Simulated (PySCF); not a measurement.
## Single point on TlC

State: ⁴Σ⁻ (quartet), unpaired electrons σ ↑, π ↑↑.

An equivalent input (the run itself took its basis sets from the Basis Set Exchange, started from a PBE0 density and held the occupation σ 7α 6β, πx 3α 2β, πy 3α 2β, δx 1α 1β, δy 1α 1β):

```python
from pyscf import gto, dft
mol = gto.M(atom='Tl 0 0 0; C 0 0 2.302', basis={'Tl': 'def2-SVP', 'C': 'def2-SVP'}, ecp={'Tl': 'def2-SVP'},
            charge=0, spin=3, verbose=4, symmetry='C2v')
mf = dft.UKS(mol, xc='PBE')
mf.grids.atom_grid = (80, 434)
mf.grids.prune = dft.gen_grid.treutler_prune
mf.irrep_nelec = {'A1': (8, 7), 'A2': (1, 1), 'B1': (3, 2), 'B2': (3, 2)}
mf.conv_tol = 1e-9
mf.max_cycle = 60
mf.diis_space = 10
mf.kernel()
```

The log (some set-up lines and the per-cycle HOMO/LUMO lines removed):

```
******** <class 'pyscf.dft.uks_symm.SymAdaptedUKS'> ********
method = SymAdaptedUKS
damping factor = 0
level_shift factor = 0
DIIS = <class 'pyscf.scf.diis.CDIIS'>
diis_start_cycle = 1
diis_space = 10
diis_damp = 0
SCF conv_tol = 1e-09
SCF conv_tol_grad = None
SCF max_cycles = 60
number electrons alpha = 15  beta = 12
Set gradient conv threshold to 3.16228e-05
init E= -210.389268974601
cycle= 1 E= -210.390222413092  delta_E= -0.000953  |g|= 0.0307  |ddm|= 0.146
cycle= 2 E= -210.383593389588  delta_E= 0.00663  |g|= 0.0874  |ddm|= 0.175
cycle= 3 E= -210.391176151309  delta_E= -0.00758  |g|= 0.00543  |ddm|= 0.13
cycle= 4 E= -210.391189893026  delta_E= -1.37e-05  |g|= 0.00119  |ddm|= 0.0106
cycle= 5 E= -210.391191174576  delta_E= -1.28e-06  |g|= 0.000307  |ddm|= 0.00294
cycle= 6 E= -210.391191286568  delta_E= -1.12e-07  |g|= 0.000124  |ddm|= 0.000735
cycle= 7 E= -210.391191298734  delta_E= -1.22e-08  |g|= 2.39e-05  |ddm|= 0.000255
cycle= 8 E= -210.391191299288  delta_E= -5.54e-10  |g|= 1.19e-06  |ddm|= 3.85e-05
Extra cycle  E= -210.391191299279  delta_E= 8.92e-12  |g|= 3.23e-06  |ddm|= 6.13e-06
converged SCF energy = -210.391191299279  <S^2> = 3.7530191  2S+1 = 4.0015093
```

Repeating this along the bond gives Re = 2.313 Å and ωe = 406 cm⁻¹.

A point of this curve took 0.5 CPU seconds beside 0.088 for the integrals (shared host).

Spin–orbit coupling is left out, which matters for elements this heavy, above all for dissociation energies. The state was picked by a PBE0 search and need not be the measured ground state.
